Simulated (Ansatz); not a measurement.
Cost and result for the atomization energy of `N[Si@@H](F)O[Si@@H](N)F` (13 atoms, 12 bonds).

```xyz
13

N     1.726   -0.400   -0.655
Si    0.686   -1.466    0.182
F     1.221   -1.474    1.680
O    -0.828   -0.901    0.095
Si   -1.646    0.511    0.093
N    -0.567    1.760    0.448
F    -2.305    0.621   -1.358
H     1.580   -0.237   -1.640
H     2.710   -0.412   -0.439
H     0.654   -2.871   -0.262
H    -2.777    0.483    1.033
H     0.403    1.684    0.186
H    -0.858    2.703    0.638
```

The species carries charge 0 and has multiplicity 1. Geometry: relaxed with PBE0-D4/def2-TZVP. It is one conformer, not always the lowest. Program: Ansatz. All runs use 2 threads of an AMD EPYC 7R13 on a shared host and a share of an NVIDIA H100 80 GB. Times are those of one run each, without the atoms' runs, and a repeat can differ threefold. Electronic energies, without spin–orbit coupling; frozen cores. CCSD(T)/CBS adds CCSD(T) − MP2 in def2-TZVPP to the MP2 limit, and its time is that of the two runs behind it. T1 = 0.011. B3LYP takes the VWN-RPA correlation (the form of Gaussian; ORCA's B3LYP/G).

CCSD(T)/CBS is a level of theory with its own doubt, some kJ/mol a heavy atom from the limit and from the frozen cores, so smaller differences don't rank the functionals.

```csv
level,functions,wall time
PBE-D4/def2-TZVPP (with forces),323,5 s
PBE0-D4/def2-TZVPP,323,5 s
r2SCAN-D4/def2-TZVPP (with forces),323,5.5 s
MP2/def2-QZVPP,605,6.5 s
B2PLYP/def2-TZVPP,323,6.5 s
ωB97X-V/def2-TZVPP,323,8 s
B3LYP-D4/def2-TZVPP (with forces),323,8.5 s
ωB97M-V/def2-TZVPP (with forces),323,11 s
CCSD(T)/def2-TZVPP,323,15 s
CCSD(T)/CBS(def2),–,22 s
```

(1) What atomization energy does each give, and how far from CCSD(T)/CBS? (Best estimate.)

Answers

(1) Ansatz gave: 
| level | atomization (kJ/mol) | difference from CCSD(T)/CBS | per bond |
| --- | --- | --- | --- |
| PBE-D4/def2-TZVPP (with forces) | 5174.5 | 12.8 | 1.1 |
| PBE0-D4/def2-TZVPP | 5067.7 | -94.0 | -7.8 |
| r2SCAN-D4/def2-TZVPP (with forces) | 5116.3 | -45.4 | -3.8 |
| MP2/def2-QZVPP | 5223.6 | 61.9 | 5.2 |
| B2PLYP/def2-TZVPP | 5080.7 | -81.0 | -6.8 |
| ωB97X-V/def2-TZVPP | 5157.8 | -3.9 | -0.3 |
| B3LYP-D4/def2-TZVPP (with forces) | 5124.5 | -37.2 | -3.1 |
| ωB97M-V/def2-TZVPP (with forces) | 5156.7 | -5.0 | -0.4 |
| CCSD(T)/def2-TZVPP | 4985.0 | -176.7 | -14.7 |
| CCSD(T)/CBS(def2) | 5161.7 | 0.0 | 0.0 |

In def2-TZVPP, CCSD(T) changes the Hartree–Fock value by +1317.6 kJ/mol (the triples alone add +73.7 kJ/mol) and MP2 by +1447.8 kJ/mol; breaking electron pairs costs correlation energy, which Hartree–Fock lacks. The D4 term adds +52.3 kJ/mol with B3LYP and +27.8 kJ/mol with PBE0; it sums over pairs of atoms, weighted by their polarisabilities, and B3LYP, whose exchange is more repulsive, gets the larger term. From PBE to PBE0 (25 % exact exchange), in def2-TZVPP and without D4, the atomization energy moves by −102.0 kJ/mol: exact exchange takes away binding that semilocal exchange gives to molecules.
